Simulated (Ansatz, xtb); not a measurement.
**Isomers of C4H7BSSi in order of energy**

6 gas-phase structures of C4H7BSSi, from a drawn sample of its isomers (lower ones may exist). Each was relaxed with GFN2-xTB:

A. `[SiH3]C1=CC=C(S)B1`, a singlet
B. `[SiH3]C1=CB(S)C=C1`, a singlet
C. `[SiH3]C1=C(S)BC=C1`, a singlet
D. `[SiH3]C1=CC=CB1S`, a singlet
E. `[SiH3]C1=CBC(S)=C1`, a singlet
F. `[SiH3]B1C=CC=C1S`, a singlet

Task: Estimate their order in r2SCAN-D4/def2-SVP//GFN2-xTB energy at these geometries, lowest first.

Result: Calculated order at r2SCAN-D4/def2-SVP//GFN2-xTB: D (0.0), B (2.5), A (33.3), C (34.7), E (36.4), F (37.8) kcal/mol.

Energies above the lowest of each column, in kcal/mol; the last columns are at r2SCAN-D4/def2-SVP geometries and were run for some of them only (a dash: not run or not comparable):

| structure | GFN2-xTB | HF/STO-3G | r2SCAN-D4/def2-SVP//GFN2-xTB | r2SCAN-D4/def2-SVP | CCSD(T)/def2-SVP + ΔMP2/def2-TZVPP |
| --- | --- | --- | --- | --- | --- |
| D | 0.0 | 0.1 | 0.0 | 0.0 | 0.0 |
| B | 0.5 | 0.0 | 2.5 | 2.5 | 2.3 |
| A | 17.0 | 29.6 | 33.3 | 32.7 | 32.3 |
| C | 16.1 | 30.1 | 34.7 | – | – |
| E | 17.0 | 29.5 | 36.4 | – | – |
| F | 25.8 | 36.6 | 37.8 | – | – |

Every level run on D puts it lowest or level with the lowest. Flexible structures stand in one conformer each, not always the lowest. Frequencies (GFN2-xTB) were run for A, B, D alone. ΔMP2 is the change of the MP2 energy from the smaller to the larger basis.

Over these structures GFN2-xTB departs from r2SCAN-D4/def2-SVP//GFN2-xTB by 6.9 kcal/mol on average once a common shift is removed. A GFN2-xTB relaxation took about 0.69 s and the r2SCAN-D4/def2-SVP//GFN2-xTB energy about 6.5 s on a shared host (Ansatz 0.2.0, xtb 6.7.1).
